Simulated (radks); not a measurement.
Values are calculated unless marked as measured or tabulated.
Neutral boron inside a hard spherical wall (all orbitals vanish at R), configuration held at [He] 2s2 2p1 and not refilled when levels cross. Code: a radial shooting solver on a logarithmic mesh with Libxc functionals. Model: non-relativistic Kohn-Sham, PBEsol, spin-polarised, spherical densities, point nucleus; open shells are filled with parallel spins first. Eigenvalues in eV for spin up, with the zero of energy where the potential of the charges vanishes at infinity; a dash marks a level that is unbound or too diffuse for the functional's potential to be trusted. A positive occupied level is held by the wall or, in an anion where self-interaction has pushed it up, behind a barrier. The pressure on the wall is -dE/dV.

\begin{tabular}{lrrrrrrrr}
R (bohr) & E (hartree) & kinetic (hartree) & e(1s) & e(2s) & e(2p) & e(3s, empty) & e(3p, empty) & pressure (GPa) \\ \hline
free & -24.47226 & 24.358 & -179.46 & -9.817 & -3.977 & - & - & 0 \\
20 & -24.47226 & 24.358 & -179.46 & -9.817 & -3.977 & - & - & < 0.0001 \\
10 & -24.47216 & 24.359 & -179.44 & -9.805 & -3.963 & 0.693 & 1.970 & 0.00258 \\
8 & -24.47133 & 24.365 & -179.34 & -9.745 & -3.889 & 2.009 & 3.763 & 0.0390 \\
5 & -24.43651 & 24.553 & -177.51 & -8.639 & -2.496 & 11.636 & 14.193 & 4.38 \\
3.5 & -24.19573 & 25.454 & -171.38 & -4.105 & 2.674 & 36.443 & 36.988 & 75.5 \\
2.5 & -23.22924 & 28.078 & -158.87 & 9.604 & 15.969 & 95.590 & 86.117 & 747 \\
2 & -21.58000 & 31.795 & -146.06 & 30.592 & 33.433 & 173.00 & 146.38 & 3030 \\
1.5 & -16.82537 & 41.132 & -122.96 & 88.375 & 74.620 & 356.62 & 282.64 & 17000 \\
\end{tabular}
